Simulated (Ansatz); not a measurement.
Program: Ansatz. Geometries: PBE0-D4/def2-TZVP. ΔE: electronic, gas phase. CCSD(T)/CBS is the MP2 limit (def2-TZVPP, def2-QZVPP) plus CCSD(T) − MP2 in def2-TZVPP, frozen cores. This one scheme is used for every species. Functionals use def2-TZVPP. Each species was taken in one conformer, which may not be the lowest.

`F[SiH2]B[SiH3]` + HCl → `[SiH3]Cl` + `B[SiH2]F`  (cleavage of the Si–B bond)

```csv
level,ΔE (kJ/mol),difference from CCSD(T)/CBS
BHLYP-D4,-106.6,-6.1
ωB97X-V,-100.9,-0.4
ωB97M-V,-103.5,-3.0
PBE-QIDH,-101.8,-1.3
r2SCANh,-98.7,1.8
RPA@PBE/def2-TZVPP,-96.5,4.0
SCS-MP2/def2-TZVPP,-109.6,-9.1
HF/def2-QZVPP,-123.6,-23.1
SCS-MP2/def2-QZVPP,-111.9,-11.4
HF/CBS(def2),-123.7,-23.2
CCSD(T)/CBS,-100.5,0
```

Largest T1 diagnostic among the species: 0.013.

From PBE to PBE0 (25 % exact exchange), in def2-TZVPP and without D4, ΔE moves by −7.0 kJ/mol. The D4 term adds +4.4 kJ/mol with B3LYP and +2.7 kJ/mol with PBE0; it sums over pairs of atoms, weighted by their polarisabilities, and B3LYP, whose exchange is more repulsive, gets the larger term. In def2-TZVPP, CCSD(T) changes the Hartree–Fock value by +25.6 kJ/mol (the triples alone add +2.6 kJ/mol) and MP2 by +14.7 kJ/mol.

B3LYP here is the variant with VWN-RPA as its local correlation; programs differ in this.
